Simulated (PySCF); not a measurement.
Cost of excited-state runs on SMILES Oc1ccsc1C(F)(F)F, C₅H₃F₃OS

Geometry (Å), atoms numbered from 1 in this order:
```xyz
13

O    -0.0922    1.9283   -0.6564
C     0.3648    0.7432   -0.2265
C     1.7613    0.5356   -0.0589
C     2.0571   -0.7104    0.3811
S     0.6683   -1.6848    0.6122
C    -0.3579   -0.3806    0.1019
C    -1.8232   -0.5925    0.0709
F    -2.2030   -1.5803   -0.7591
F    -2.4849    0.5110   -0.3448
F    -2.3446   -0.9016    1.2717
H    -1.0545    1.9478   -0.7296
H     2.4793    1.3057   -0.2676
H     3.0251   -1.1209    0.5873
```

PySCF with density fitting, on 1 thread of an AMD EPYC 9R45 96-Core, shared host. Command: `OMP_NUM_THREADS=1 python excited_run.py task.json out`

How long does this run take, and how much memory?
- magnetisability and related constants, HF/pcSseg-1; writes grids


```csv
run,level,basis functions,wall time,peak memory (GiB)
magnetisability and related constants,HF/pcSseg-1,192,17 s,0.85
```
Times from a shared host are rough.
